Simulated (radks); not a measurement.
Excited configurations of Cd+: one electron is placed in a higher orbital outside [Kr] 4d10. The ground configuration is [Kr] 4d10 5s1. All-electron calculation, scalar-relativistic Kohn-Sham, PBE, spin-unpolarised, spherical densities, point nucleus. Program: a radial shooting solver on a logarithmic mesh with Libxc functionals. Excitation = E - E(ground); binding = E(ion) - E, where the ion is the core of charge +2; n* = 2/sqrt(2 binding) in atomic units, and the quantum defect is n - n*.

| outer orbital | excitation (eV) | binding (eV) | n* | quantum defect | eigenvalue (eV) | <r> (bohr) |
|---|---|---|---|---|---|---|
| 5p | 5.779 | 11.347 | 2.190 | 2.810 | -8.187 | 3.380 |
| 5d | 11.317 | 5.809 | 3.061 | 1.939 | -4.157 | 5.722 |
| 5f | 14.765 | 2.361 | 4.801 | 0.199 | -1.793 | 14.79 |
| 6s | 10.228 | 6.898 | 2.809 | 3.191 | -5.431 | 6.138 |
| 6p | 11.723 | 5.403 | 3.174 | 2.826 | -4.205 | 7.406 |
| 6d | 13.648 | 3.478 | 3.956 | 2.044 | -2.660 | 10.77 |
| 6f | 15.439 | 1.687 | 5.680 | 0.320 | -1.323 | 22.24 |
| 7s | 13.270 | 3.856 | 3.757 | 3.243 | -3.075 | 10.97 |
| 7p | 13.925 | 3.201 | 4.124 | 2.876 | -2.550 | 12.79 |
| 7d | 14.836 | 2.290 | 4.874 | 2.126 | -1.814 | 17.20 |
| 7f | 15.867 | 1.259 | 6.576 | 0.424 | -1.010 | 31.10 |

Estimate the row for 4f.

Answer. excitation (eV) 13.628; binding (eV) 3.498; n* 3.945; quantum defect 0.055; eigenvalue (eV) -2.486; <r> (bohr) 8.686. The Delta-SCF ionisation energy is 17.126 eV (NIST Atomic Spectra Database: 16.908 eV, measured). Self-interaction in the functional shifts the binding energies and quantum defects, so they are the method's values and not measured ones. Spin polarisation and multiplet splitting are left out, so open shells lie too high by an amount that depends on their filling.

Beside tabulated values, note that spin-unpolarised runs miss the spin-polarisation part of the exchange energy of open shells.
